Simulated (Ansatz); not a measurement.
Consider the cleavage of the Ge–Si bond: `C[SiH](F)[GeH3]` + H₂Te → `[GeH3][TeH]` + `C[SiH2]F`.

Computed with Ansatz on PBE0-D4/def2-TZVP structures; ΔE is electronic, products minus reactants. CCSD(T)/CBS is the MP2 limit (def2-TZVPP, def2-QZVPP) plus CCSD(T) − MP2 in def2-TZVPP, frozen cores. Functionals use def2-TZVPP. Elements past krypton have def2 core potentials. For Ge, Te outer-core shells are correlated without core-valence functions, which leaves a few kJ/mol of doubt a bond. Scalar relativity is left out up to krypton.

`C[SiH](F)[GeH3]`:

Cartesian coordinates in Å:
```
C 0.897 0.721 -1.318
Si -0.304 -0.512 -0.617
F -1.739 -0.291 -1.311
Ge -0.573 -0.276 1.739
H 1.890 0.560 -0.889
H 0.972 0.612 -2.403
H 0.591 1.745 -1.094
H 0.125 -1.899 -0.947
H 0.774 -0.529 2.442
H -1.036 1.146 2.102
H -1.597 -1.278 2.295
```

H₂Te:

Cartesian coordinates in Å:
```
Te -0.625 -0.234 0.399
H -0.385 0.574 -1.027
H 1.011 -0.341 0.628
```

`[GeH3][TeH]`:

```xyz
6

Ge   -0.042    0.648   -0.147
Te    1.047   -1.508    0.694
H    -1.275    0.998    0.698
H     1.033    1.732    0.013
H    -0.440    0.512   -1.623
H    -0.323   -2.382    0.365
```

`C[SiH2]F`:

```xyz
8

C    -0.624    0.761    0.035
Si    0.562   -0.663    0.009
F     0.513   -1.369   -1.431
H    -1.646    0.424   -0.154
H    -0.603    1.248    1.014
H    -0.361    1.505   -0.720
H     1.959   -0.213    0.233
H     0.199   -1.692    1.016
```

```tsv
species	r2SCAN0-D4 energy (Eh)
`C[SiH](F)[GeH3]`	-2508.66027
H₂Te	-269.28565
`[GeH3][TeH]`	-2347.48909
`C[SiH2]F`	-430.47798
```

(1) Work out ΔE.

(2) What do rigid-rotor, harmonic-oscillator terms from PBE0-D4/def2-TZVP frequencies (298.15 K, 1 bar) make of the CCSD(T)/CBS value? (Best estimate.)

Largest T1 diagnostic among the species: 0.012.

Results:

(1) ΔE = (-2347.48909) + (-430.47798) − (-2508.66027) − (-269.28565) = -0.02115 Eh = -55.5 kJ/mol. CCSD(T)/CBS gives -56.2 kJ/mol.

(2) The calculation gave: ΔZPE = +6.9 kJ/mol, ΔH = -51.8 kJ/mol, ΔS = 6 J/(mol·K), ΔG = -53.7 kJ/mol.

From PBE to PBE0 (25 % exact exchange), in def2-TZVPP and without D4, ΔE moves by −4.9 kJ/mol. Leaving LDA and LC-ωPBE aside and taking each functional with its dispersion term where it has one, the values, not all of them listed here, spread over 15.0 kJ/mol, from BHLYP-D4 to B97M-V. LDA lies +6.3 kJ/mol from PBE without D4. In def2-TZVPP, CCSD(T) changes the Hartree–Fock value by +17.0 kJ/mol (the triples alone add +0.9 kJ/mol) and MP2 by +6.8 kJ/mol.
